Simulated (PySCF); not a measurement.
Molecule: C$_{2}$HF$_{4}$ (charge -1, singlet). It need not be the lowest isomer of its formula. Whether it binds its extra electron was not tested at this geometry. SMILES: FC(F)([CH-]F)F
Coordinates optimised at B3LYP-D3(BJ)/def2-TZVP (Ansatz):
```xyz
7

F      1.8663     0.7347     0.0941
C      1.0669    -0.2863    -0.5697
C     -0.2899    -0.1469    -0.0819
F     -0.5450    -0.1726     1.3352
F     -1.0850    -1.1631    -0.5438
F     -0.9156     1.0284    -0.4284
H      1.4515    -1.2465    -0.2052
```
Charge -1, spin multiplicity 1.

Dispersion corrections to the total energy (kcal/mol) from the dftd3 and dftd4 libraries through PySCF: D3(BJ) without and D4 with the three-body term, each with the damping fitted for the functional named.

| functional | D3(BJ) | D4 |
|---|---|---|
| TPSS | -2.73 | ___ |
| B2PLYP | -1.66 | -1.99 |
| HSE06 | -1.28 | -2.16 |
| PBE0 | -1.84 | ___ |
| PBE | -2.22 | -2.87 |
| TPSSh | -2.46 | -3.53 |
| HF | -19.63 | ___ |

Problem. Fill in the missing entries.

Solution. 
- TPSS, D4: -3.90
- PBE0, D4: -2.36
- HF, D4: -11.72
